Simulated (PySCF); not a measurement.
AgF (SMILES [F][Ag]), singlet, geometry from GFN2-xTB (such geometries of metal compounds can be far from the true shape) (core potentials on Ag); HF/def2-SVP (PySCF).

Input for PySCF:
```python
from pyscf import gto, scf

mol = gto.M(
    atom='''
Ag   -0.00000000   -0.00000000   -0.31678464
F     0.00000000    0.00000000    1.65431980
''',
    basis='def2-svp',
    ecp={'Ag': 'def2-svp'},
    verbose=4,
)

mf = scf.RHF(mol)
mf.kernel()
```

It wrote (shortened):

```
PySCF version 2.14.0

[INPUT] verbose = 4
[INPUT] num. atoms = 2
[INPUT] num. electrons = 28
[INPUT] charge = 0
[INPUT] spin (= nelec alpha-beta = 2S) = 0
[INPUT] symmetry False subgroup None
[INPUT] Mole.unit = angstrom
[INPUT] Symbol           X                Y                Z      unit          X                Y                Z       unit  Magmom
[INPUT]  1 Ag     0.000000000000   0.000000000000  -0.316784640000 AA    0.000000000000   0.000000000000  -0.598636210069 Bohr   0.0
[INPUT]  2 F      0.000000000000   0.000000000000   1.654319800000 AA    0.000000000000   0.000000000000   3.126211344445 Bohr   0.0

nuclear repulsion = 45.9079190483281
number of shells = 17
number of NR pGTOs = 81
number of NR cGTOs = 45
basis = def2-svp
ecp = {'Ag': 'def2-svp'}

******** <class 'pyscf.scf.hf.RHF'> ********
method = RHF
initial guess = minao
damping factor = 0
level_shift factor = 0
DIIS = <class 'pyscf.scf.diis.CDIIS'>
diis_start_cycle = 1
diis_space = 8
diis_damp = 0
SCF conv_tol = 1e-09
SCF conv_tol_grad = None
SCF max_cycles = 50
direct_scf = True
direct_scf_tol = 1e-13
Set gradient conv threshold to 3.16228e-05
Initial guess from minao.
init E= -232.234938609385
  HOMO = -1.02261012900392  LUMO = -0.601039830630114  gap/eV = 11.47151
cycle= 1 E= -245.109145461366  delta_E= -12.9  |g|= 1.23  |ddm|= 2.85
  HOMO = -0.206048244755689  LUMO = 0.000635262492743038  gap/eV = 5.62414
cycle= 2 E= -245.336276524033  delta_E= -0.227  |g|= 0.705  |ddm|= 1.72
  HOMO = -0.421750295716106  LUMO = -0.0156971864417983  gap/eV = 11.04927
cycle= 3 E= -245.424305124556  delta_E= -0.088  |g|= 0.0445  |ddm|=  0.6
  HOMO = -0.415045407373683  LUMO = -0.0140823516774944  gap/eV = 10.91076
cycle= 4 E= -245.4248998851  delta_E= -0.000595  |g|= 0.0152  |ddm|= 0.0684
  HOMO = -0.417808380388233  LUMO = -0.0137882196654928  gap/eV = 10.99395
cycle= 5 E= -245.424988408895  delta_E= -8.85e-05  |g|= 0.00719  |ddm|= 0.0231
  HOMO = -0.418452168063583  LUMO = -0.0139129163856424  gap/eV = 11.00807
cycle= 6 E= -245.425031776857  delta_E= -4.34e-05  |g|= 0.002  |ddm|= 0.0264
  HOMO = -0.418519193042714  LUMO = -0.0139336919910562  gap/eV = 11.00933
cycle= 7 E= -245.425039057244  delta_E= -7.28e-06  |g|= 0.000582  |ddm|= 0.0108
  HOMO = -0.418543665117524  LUMO = -0.0139541396267333  gap/eV = 11.00944
cycle= 8 E= -245.425039691747  delta_E= -6.35e-07  |g|= 0.00014  |ddm|= 0.0031
  HOMO = -0.418541783212776  LUMO = -0.013947262854245  gap/eV = 11.00958
cycle= 9 E= -245.425039710751  delta_E= -1.9e-08  |g|= 4.75e-05  |ddm|= 0.000437
  HOMO = -0.418536394641893  LUMO = -0.0139457780226735  gap/eV = 11.00947
cycle= 10 E= -245.425039712674  delta_E= -1.92e-09  |g|= 1.3e-05  |ddm|= 0.000144
  HOMO = -0.418533034088138  LUMO = -0.0139445326500933  gap/eV = 11.00941
cycle= 11 E= -245.425039712811  delta_E= -1.38e-10  |g|= 2.42e-06  |ddm|= 3.54e-05
  HOMO = -0.418532815386517  LUMO = -0.0139445065997563  gap/eV = 11.00941
Extra cycle  E= -245.425039712815  delta_E= -4.15e-12  |g|= 1.1e-06  |ddm|= 4.22e-06
converged SCF energy = -245.425039712815
```
